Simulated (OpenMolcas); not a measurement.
Lines of Mo V: computed and rescaled rates

```
Program             : OpenMolcas
Method              : SS-RASPT2, IPEA 0.25 Eh, imaginary shift 0.1 Eh (closed shells correlated: 4s)
Basis               : ANO-RCC-VQZP [8s7p5d3f2g1h]
Scalar Hamiltonian  : DKH2, point nucleus
Active space        : 8 electrons in 8 orbitals (RAS1 4p, at most 2 holes; RAS2 4d)
State averaging     : 2S+1 = 3 even, 10 roots; 2S+1 = 1 even, 15 roots
Spin-orbit coupling : state interaction with AMFI integrals over the reference wave functions, term energies averaged over their components
```

Rates come from the transition moments of the reference wave functions (E1 and E2 in the length form). At fixed line strength A goes as λ^-3 for E1 and M1 and as λ^-5 for E2, so a rate at the computed wavelength can be rescaled to the measured one. Measured vacuum wavelengths follow from level energies in Sugar and Musgrove, J. Phys. Chem. Ref. Data 17, 155 (1988). Branching counts decays inside the model space alone, at computed energies, and the table is only a selection of the E2 and M1 lines, drawn from those between levels with measured partners whose computed energy lies within a factor of 1.5 of the measured one.

```json
{"Upper": "4d2 3P1", "Lower": "4d2 3P0", "Type": "M1", "λ computed (nm)": "15240", "λ measured (nm)": "15500", "A computed (s-1)": "5.06e-03", "A rescaled (s-1)": "4.81e-03", "Branching %": "4.5"}
{"Upper": "4d2 3P2", "Lower": "4d2 3P1", "Type": "M1", "λ computed (nm)": "6716", "λ measured (nm)": "6245", "A computed (s-1)": "3.78e-02", "A rescaled (s-1)": "4.70e-02", "Branching %": "7.8"}
{"Upper": "4d2 3F3", "Lower": "4d2 3F2", "Type": "M1", "λ computed (nm)": "6262", "λ measured (nm)": "6338", "A computed (s-1)": "1.03e-01", "A rescaled (s-1)": "9.93e-02", "Branching %": "100.0"}
{"Upper": "4d2 3F4", "Lower": "4d2 3F3", "Type": "M1", "λ computed (nm)": "5562", "λ measured (nm)": "5620", "A computed (s-1)": "1.18e-01", "A rescaled (s-1)": "1.14e-01", "Branching %": "100.0"}
{"Upper": "4d2 3P1", "Lower": "4d2 1D2", "Type": "M1", "λ computed (nm)": "4590", "λ measured (nm)": "6186", "A computed (s-1)": "3.59e-02", "A rescaled (s-1)": "", "Branching %": "31.9"}
{"Upper": "4d2 3P2", "Lower": "4d2 1D2", "Type": "M1", "λ computed (nm)": "2727", "λ measured (nm)": "3108", "A computed (s-1)": "2.66e-01", "A rescaled (s-1)": "", "Branching %": "55.0"}
{"Upper": "4d2 1D2", "Lower": "4d2 3F3", "Type": "M1", "λ computed (nm)": "1169", "λ measured (nm)": "1161", "A computed (s-1)": "3.91e-01", "A rescaled (s-1)": "", "Branching %": "51.8"}
{"Upper": "4d2 1D2", "Lower": "4d2 3F2", "Type": "M1", "λ computed (nm)": "985.2", "λ measured (nm)": "981.3", "A computed (s-1)": "3.62e-01", "A rescaled (s-1)": "", "Branching %": "47.9"}
{"Upper": "4d2 3P2", "Lower": "4d2 3F4", "Type": "E2", "λ computed (nm)": "959.5", "λ measured (nm)": "994.9", "A computed (s-1)": "2.62e-02", "A rescaled (s-1)": "2.19e-02", "Branching %": "5.4"}
{"Upper": "4d2 3P1", "Lower": "4d2 3F3", "Type": "E2", "λ computed (nm)": "931.9", "λ measured (nm)": "977.6", "A computed (s-1)": "3.26e-02", "A rescaled (s-1)": "2.57e-02", "Branching %": "29.0"}
{"Upper": "4d2 3P0", "Lower": "4d2 3F2", "Type": "E2", "λ computed (nm)": "856.7", "λ measured (nm)": "895.9", "A computed (s-1)": "7.73e-02", "A rescaled (s-1)": "6.18e-02", "Branching %": "100.0"}
{"Upper": "4d2 3P2", "Lower": "4d2 3F3", "Type": "M1", "λ computed (nm)": "818.3", "λ measured (nm)": "845.3", "A computed (s-1)": "1.12e-01", "A rescaled (s-1)": "", "Branching %": "23.1"}
{"Upper": "4d2 3P2", "Lower": "4d2 3F3", "Type": "E2", "λ computed (nm)": "818.3", "λ measured (nm)": "845.3", "A computed (s-1)": "1.64e-02", "A rescaled (s-1)": "1.39e-02", "Branching %": "3.4"}
{"Upper": "4d2 3P1", "Lower": "4d2 3F2", "Type": "E2", "λ computed (nm)": "811.1", "λ measured (nm)": "847", "A computed (s-1)": "3.08e-02", "A rescaled (s-1)": "2.48e-02", "Branching %": "27.4"}
{"Upper": "4d2 3P1", "Lower": "4d2 3F2", "Type": "M1", "λ computed (nm)": "811.1", "λ measured (nm)": "847", "A computed (s-1)": "8.09e-03", "A rescaled (s-1)": "", "Branching %": "7.2"}
{"Upper": "4d2 1G4", "Lower": "4d2 3F4", "Type": "M1", "λ computed (nm)": "759.9", "λ measured (nm)": "769.4", "A computed (s-1)": "3.85e-01", "A rescaled (s-1)": "", "Branching %": "52.8"}
{"Upper": "4d2 3P2", "Lower": "4d2 3F2", "Type": "M1", "λ computed (nm)": "723.7", "λ measured (nm)": "745.8", "A computed (s-1)": "2.25e-02", "A rescaled (s-1)": "", "Branching %": "4.7"}
{"Upper": "4d2 3P2", "Lower": "4d2 3F2", "Type": "E2", "λ computed (nm)": "723.7", "λ measured (nm)": "745.8", "A computed (s-1)": "3.00e-03", "A rescaled (s-1)": "2.58e-03", "Branching %": "0.6"}
{"Upper": "4d2 1G4", "Lower": "4d2 3F3", "Type": "M1", "λ computed (nm)": "668.5", "λ measured (nm)": "676.8", "A computed (s-1)": "3.41e-01", "A rescaled (s-1)": "", "Branching %": "46.8"}
{"Upper": "4d2 1S0", "Lower": "4d2 3P2", "Type": "E2", "λ computed (nm)": "421.2", "λ measured (nm)": "411", "A computed (s-1)": "1.29e+00", "A rescaled (s-1)": "", "Branching %": "6.7"}
{"Upper": "4d2 1S0", "Lower": "4d2 3P1", "Type": "M1", "λ computed (nm)": "396.3", "λ measured (nm)": "385.6", "A computed (s-1)": "6.56e+00", "A rescaled (s-1)": "", "Branching %": "33.9"}
{"Upper": "4d2 1S0", "Lower": "4d2 1D2", "Type": "E2", "λ computed (nm)": "364.8", "λ measured (nm)": "363", "A computed (s-1)": "1.10e+01", "A rescaled (s-1)": "1.13e+01", "Branching %": "57.1"}
{"Upper": "4d2 1S0", "Lower": "4d2 3F2", "Type": "E2", "λ computed (nm)": "266.3", "λ measured (nm)": "265", "A computed (s-1)": "4.54e-01", "A rescaled (s-1)": "", "Branching %": "2.4"}
```

Spin-changing lines and M1 lines between different terms are not rescaled, since their strength hangs on the term gaps too.

The largest correction is for 4d2 3P1 → 4d2 3F3 (E2): 3.26e-02 × (931.9 / 977.6)^5 = 2.57e-02 s-1, a factor of 0.79.

The computed rate and branching of 4d2 3F3 → 4d2 3F2 give the upper level a radiative lifetime of 1.000 / 1.03e-01 s-1 = 9.71e+00 s, counting decays inside the model space alone. The rescaled rate gives about 1.0e+01 s.

These are rates of the free ion; in crystals, glasses and complexes forced electric-dipole and non-radiative decay shorten such lifetimes by orders of magnitude. No measured rate stands beside these. Rescaling mends the energy factor alone: line strengths can still be far off where a level mixes with configurations outside the active space, and weak or spin-changing lines hang on small mixing coefficients that depend on the term gaps too, so rescaling need not improve them.

Term energies are means over components that CASPT2 splits; among the terms shown or strongly mixed into the levels shown the widest spread is 500 cm-1 (4d2 1G). Active for correlation alone: 4p; no level in the range computed is led by a configuration that opens it, so any true level of that kind is missing. Computed and measured levels are paired by configuration, term and J; levels that our copy of the source lacks, or whose pairing is in doubt (as where it misses far off the trend of its configuration), stay unpaired. Only configurations of the active space appear.
